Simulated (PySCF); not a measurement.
Compound: C3H10OSi3.
Structure used (PBE0-D3(BJ)/def2-SVP), in Å, numbered top down from 1:
```xyz
17
C3H10OSi3 angstrom
C      0.1203    2.7282   -0.4240
C     -0.0893    1.7329    0.2467
Si    -0.3562    0.1736    1.1899
O     -1.9058   -0.3731    0.9370
Si    -3.1851   -0.1733   -0.1050
Si     1.2123   -1.3751    0.3951
C      2.9442   -0.6354    0.4523
H      0.2972    3.6136   -1.0092
H     -0.1943    0.4842    2.6401
H     -3.8833    1.1189    0.1639
H     -2.7140   -0.1878   -1.5230
H     -4.1316   -1.3031    0.1135
H      0.8286   -1.7160   -1.0125
H      1.1401   -2.6332    1.2051
H      3.6821   -1.3331    0.0279
H      2.9786    0.3008   -0.1254
H      3.2406   -0.4109    1.4883
```

Level: PBE0/def2-SVPD in PySCF, non-relativistic, on one gas-phase PBE0-D3(BJ)/def2-SVP geometry that isn't relaxed in the solvent. The solvent is an IEF-PCM continuum (cavity from Bondi-type radii × 1.2). Only the electrostatic response of the medium enters.

Gas phase at PBE0/def2-SVPD: HOMO -7.53 eV, LUMO -0.90 eV, dipole 1.54 D.

Task: What does the continuum do to the energy, the frontier levels and the dipole at PBE0/def2-SVPD in chloroform and acetonitrile?

Result: 
```
     solvent      ε  E(solvent) − E(gas) (kcal/mol)  polarisation term (kcal/mol)  distortion of the solute (kcal/mol)  HOMO (eV)  LUMO (eV)  dipole (D)
  chloroform  4.711                           -2.05                         -2.23                                 0.18      -7.50      -0.87        1.85
acetonitrile  35.69                           -2.87                         -3.24                                 0.37      -7.51      -0.88        1.97
```

Polarisation term: ½ Σ q·V over the induced surface charges. Distortion: the rise of the solute's own energy as its density leaves the gas-phase optimum. From chloroform to acetonitrile the lowering changes by a factor 1.40, Onsager's factor (ε − 1)/(2ε + 1) by 1.35 and ε itself by 7.6.

Task: Which radius a makes the point-dipole formula ΔE = −[(ε − 1)/(2ε + 1)]·μ²/a³ give the value in acetonitrile, with the gas-phase dipole?

Result: μ = 0.607 au and |ΔE| = 0.00458 Eh give a = 1.79 Å; the farthest nucleus lies 4.33 Å from the centroid of the nuclei, so such a sphere wouldn't even hold the nuclei. The formula assumes a rigid point dipole at the centre of a sphere.

Task: Give the dipole vector in the frame of the coordinates (D, pointing from negative to positive charge), gas and acetonitrile.

Result: Gas (1.17, 0.78, -0.62), solvent (1.52, 0.98, -0.78). Its length changes by +28 % and its direction by less than 1°.

Task: How does the static polarisability (PBE0/def2-SVPD, frozen core, with the continuum's full static response) change?

Result: 
```tsv
medium	isotropic (au)	principal values (au)	⟨r²⟩ of the electrons (bohr²)
gas	119.8	101.2, 126.8, 131.5	1806.5
chloroform	148.2	128.9, 151.7, 163.9	1805.3
acetonitrile	162.0	144.5, 161.8, 179.9	1804.8
```

The isotropic value in acetonitrile is 1.35 times the gas-phase one; no cavity-field correction is applied. ⟨r²⟩ is taken about the centre of nuclear charge.
